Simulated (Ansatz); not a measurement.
Ansatz (a first-principles code) input (RI-MP2/def2-QZVPPD):
A basis named .json is the Basis Set Exchange file of that set.

Ansatz 0.2 input:
```yaml
crystal:
  periodic: [false, false, false]
  atoms:
    - {symbol: Fe, position_ang: [-0.00000000, -0.00000000, -0.56119034]}
    - {symbol: Cl, position_ang: [-0.00000000, -0.00000000, -2.70559071]}
    - {symbol: Br, position_ang: [0.00000000, 0.00000000, 1.73102831]}
basis:
  gaussian:
    orbitals: def2-QZVPPD.json
    fitting: {mean_field: def2-universal-jkfit, correlation: def2-QZVPPD-RIFIT.json}
total_charge: 1
magnetization: {spin_polarized: true, initial_magnetization: 5}
correlation: {method: mp2, electrons: outside_noble_gas}
```

Output:

```
Functional definition: HF
integrals: 0.48 GiB planned
658 factors; integrals over basis functions are off by at most 1.5e0 eV
806 factors; integrals over basis functions are off by at most 1.3e1 eV
mean field: 1.43 GiB planned
mean field evaluation 1: about -116790.4072 eV, gradient 1.4e2 eV
mean field evaluation 2: about -116371.4912 eV, gradient 2.6e2 eV
mean field evaluation 4: about -116804.9427 eV, gradient 1.1e2 eV
mean field evaluation 8: about -116842.8149 eV, gradient 3.1e0 eV
mean field evaluation 16: about -116846.5785 eV, gradient 2.7e0 eV
mean field evaluation 32: about -116852.2980 eV, gradient 2.1e-2 eV
mean field evaluation 64: about -116852.2984 eV, gradient 3.8e-4 eV
mean field evaluation 96: about -116852.0513 eV, gradient 9.1e0 eV
mean field evaluation 128: about -116852.2984 eV, gradient 2.8e-6 eV
mean field evaluation 160: about -116852.0758 eV, gradient 4.2e0 eV
mean field evaluation 192: about -116851.0932 eV, gradient 2.6e0 eV
mean field evaluation 224: about -116851.4525 eV, gradient 4.1e0 eV
mean field evaluation 256: about -116841.8270 eV, gradient 9.2e0 eV
mean field evaluation 288: about -116842.8744 eV, gradient 3.7e-1 eV
mean field evaluation 320: about -116851.1074 eV, gradient 8.4e0 eV
mean field -116852.57236163 eV, -4294.2528287715 hartree, gradient 1.9e-6 eV, S^2 8.780546; 24 other end points of the search recorded, 0 dependent functions left out
28 core orbitals not correlated
reference -116852.57236163 eV, -4294.2528287715 hartree; 13, 8 occupied and 236, 241 virtual orbitals, 806 factors
second order -15.02843438 eV of doubles, -0.00000000 eV of singles
Total energy: -116867.60079601 eV, -4294.8051135483 hartree
```

This state (charge 1, sextet) is run at the relaxed geometry of the species with charge 0 and multiplicity 5.
